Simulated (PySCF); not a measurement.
# Polarisability and C₆ of Br (bromine, neutral)

[Ar] 3d10 4s2 4p5, 2P determinant. All numbers are calculated (PySCF 2.14, scalar relativity through the core potential, in aug-cc-pVQZ-PP with one added diffuse shell each of s, p, d, f, g type with ECP10MDF (8s7p6d4f3g, 114 functions)). Coupled (time-dependent) response in atomic units; α is the mean over directions.

```
method  mean α (bohr³)         α xx, yy, zz  C₆ (like pair)  S(−4)
 B97-3           21.55  19.54, 22.55, 22.55           173.4  111.4
```

S(−4) is the Cauchy moment in α(ω) = α(0) + S(−4) ω² + …

Reference α: 21 ± 1 bohr³ (recommended; Schwerdtfeger and Nagle, table of static dipole polarizabilities (2023 update)). Published C₆: 162.0 (Chu and Dalgarno (2004); Tang, Norbeck and Certain (1976)).

Spin-orbit coupling is absent.

α(iu) at B97-3:

```csv
u (hartree),α(iu) (bohr³)
0,21.55
0.0500,21.27
0.100,20.51
0.200,18.06
0.300,15.28
0.500,10.62
0.750,6.925
1.00,4.770
1.50,2.616
2.00,1.650
3.00,0.8451
5.00,0.3597
```

A single London oscillator, α(iu) = α/(1 + u²/ω²), gives C₆ = (3/4) ω α². Matching the computed C₆ needs ω = 4 × 173.4 / (3 × 21.55²) = 0.498 hartree.

The components differ because the open shell of this determinant is not spherical; for a pure term their mean is the scalar polarisability.

Energies and moments cover only the electrons outside the core potential.
